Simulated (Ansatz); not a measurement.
Reaction (hydrogenolysis of a Ga–C bond): `[CH3][Ga]([SH])[SH]` + H₂ → `[SH][GaH][SH]` + CH₄

Isolated molecules relaxed with PBE0-D4/def2-TZVP in Ansatz; ΔE leaves out vibrations. CBS: MP2 limit from def2 TZ/QZ plus the TZ coupled-cluster correction, frozen cores. This one scheme is used for every species. DFT in def2-TZVPP. For Ga outer-core shells are correlated without core-valence functions, which leaves a few kJ/mol of doubt a bond. Scalar relativity is left out up to krypton. One conformer a species, not always the lowest.

`[CH3][Ga]([SH])[SH]`:

```xyz
9

C    -0.753   -1.190   -0.547
Ga    0.163    0.293    0.341
S     0.069    0.563    2.525
S     1.350    1.812   -0.733
H    -1.529   -0.801   -1.210
H    -0.046   -1.761   -1.151
H    -1.215   -1.855    0.184
H     0.831    1.669    2.533
H     1.130    1.269   -1.942
```

H₂:

```xyz
2

H     0.230   -0.241    0.168
H    -0.230    0.241   -0.168
```

`[SH][GaH][SH]`:

```xyz
6

S     1.554   -0.232   -1.103
Ga   -0.545    0.230   -0.646
S    -1.286    0.119    1.421
H     1.899   -0.502    0.166
H    -1.512    0.639   -1.791
H    -0.110   -0.254    1.952
```

CH₄:

```xyz
5

C     0.000    0.000    0.000
H     0.355    0.088   -1.026
H    -0.466    0.937    0.304
H     0.841   -0.218    0.658
H    -0.730   -0.807    0.064
```

```csv
level,ΔE (kcal/mol),difference from CCSD(T)/CBS
LDA (SPW92),-7.2,-1.4
PBE-D4,-6.6,-0.8
revPBE-D4,-5.9,-0.1
BLYP-D4,-6.8,-1.0
B97M-V,-10.6,-4.8
CAM-B3LYP-D4,-8.4,-2.6
ωB97M-V,-7.4,-1.6
B2PLYP,-8.0,-2.2
PBE-QIDH,-7.2,-1.4
revPBE,-8.2,-2.4
BLYP,-9.2,-3.4
RPA@PBE/def2-TZVPP,-6.7,-0.9
HF/def2-TZVPP,-12.6,-6.8
CCSD/def2-TZVPP,-7.6,-1.8
SCS-MP2/def2-QZVPP,-6.2,-0.4
CCSD/CBS(def2),-6.9,-1.1
CCSD(T)/CBS,-5.8,0
```

Question: What do rigid-rotor, harmonic-oscillator terms from PBE0-D4/def2-TZVP frequencies (298.15 K, 1 bar) make of the CCSD(T)/CBS value? (An estimate is asked.)

Answer: Computed: ΔZPE = +3.6 kcal/mol, ΔH = -3.3 kcal/mol, ΔS = -3 J/(mol·K), ΔG = -3.1 kcal/mol. Modes under 50 cm⁻¹ make the entropy rough.

Largest T1 diagnostic among the species: 0.013.

Leaving LDA and LC-ωPBE aside and taking each functional with its dispersion term where it has one, the values spread over 4.8 kcal/mol, from B97M-V to revPBE-D4. At CCSD(T), def2-SVP lies −3.9 kcal/mol from the extrapolated value and def2-TZVPP −0.7 kcal/mol.

CCSD(T)/CBS has its own doubt, a few kJ/mol and more with outer-core shells, so smaller differences from it don't rank the levels.
